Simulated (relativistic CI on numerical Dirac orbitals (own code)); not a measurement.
**Co3+ in a cubic cluster: 2p photoemission with charge transfer**

Computed with a charge-transfer multiplet model of a cubic metal-ligand cluster with up to 3 ligand holes, Slater and spin-orbit integrals from Dirac-Coulomb-Breit ions, Slater integrals scaled by 0.7. The parameters are those of a tetrahedral site (10Dq negative, t2 hopping the larger). The ground state mixes d6 with configurations of k ligand holes L, whose averages lie at kΔ + k(k − 1)U_dd/2; a core hole lowers each added d electron by U_cd. 300 K, Lorentzian 0.6 eV and Gaussian 0.8 eV FWHM.

Atomic integrals in eV (Slater integrals scaled, ζ unscaled), ground: F2dd 8.824, F4dd 5.512, zeta_d 0.071; with the core hole: F2dd 10.024, F4dd 6.297, zeta_d 0.102, zeta_core 9.658, F2cd 6.005, G1cd 4.623, G3cd 2.630.

Cluster parameters (eV): U_dd = 6.5, U_cd = 8.2, 10Dq = -0.3, 10Dq(ligand) = 0, V(eg) = 1.12, V(t2g) = -1.91, final-state hopping factor = 1.

```
       Case   n_d    d6   d7L  d8L2  d9L3     S
Δ = -0.2 eV  6.60  0.46  0.48  0.06  0.00  1.99
 Δ = 2.8 eV  6.31  0.71  0.27  0.02  0.00  2.00
 Δ = 5.8 eV  6.16  0.84  0.15  0.01  0.00  2.00
```

Weights, n_d and S are thermal averages at 300 K. Binding energies count from the first peak over 30 % of the highest in each spectrum, which can be another peak from case to case. The parameters are a model scan and need not match a compound or its usual spin state. Peaks in eV (height, largest 100):
- Δ = -0.2 eV: 0.0 (100), 7.3 (48), 10.3 (19), 15.6 (66), 22.5 (31), 28.9 (10)
- Δ = 2.8 eV: 0.0 (100), 6.7 (52), 11.4 (28), 15.8 (61), 22.7 (32), 25.1 (15)
- Δ = 5.8 eV: 0.0 (100), 6.5 (46), 16.1 (56), 22.2 (25)

Curve for Δ = -0.2 eV (points under 2 left out, the grid thinned):

(E (eV), Intensity): (-3.5, 2.0), (-2.7, 3.2), (-1.8, 7.0), (-1.0, 26.3), (-0.1, 98.3), (0.7, 77.7), (1.6, 53.8), (2.4, 38.0), (3.2, 25.7), (4.1, 18.8), (4.9, 19.8), (5.8, 30.3), (6.6, 42.0), (7.5, 47.5), (8.3, 36.0), (9.1, 23.4), (10.0, 18.7), (10.8, 17.9), (11.7, 15.5), (12.5, 17.8), (13.4, 19.4), (14.2, 22.9), (15.1, 54.2), (15.9, 63.1), (16.7, 42.0), (17.6, 21.2), (18.4, 12.9), (19.3, 10.5), (20.1, 8.4), (21.0, 11.5), (21.8, 24.1), (22.6, 30.4), (23.5, 18.7), (24.3, 13.1), (25.2, 10.1), (26.0, 5.2), (26.9, 3.1), (27.7, 4.8), (28.5, 9.2), (29.4, 9.5), (30.2, 8.3), (31.1, 6.2), (31.9, 4.5), (32.8, 2.1), (33.6, 2.0)

For the case Δ = 2.8 eV, Δ = 2.8 eV is smaller than U_dd = 6.5 eV, the charge-transfer side of the Zaanen-Sawatzky-Allen scheme. With the core hole the configuration with one ligand hole lies at Δ − U_cd = -8.4, -5.4, -2.4 eV from the one without, in the order of the table; where this is negative the screened configuration lies lower, though the effective hopping of about 3.3 eV (from the holes of the mixed ground state) mixes the two strongly wherever it is as large as the gap.
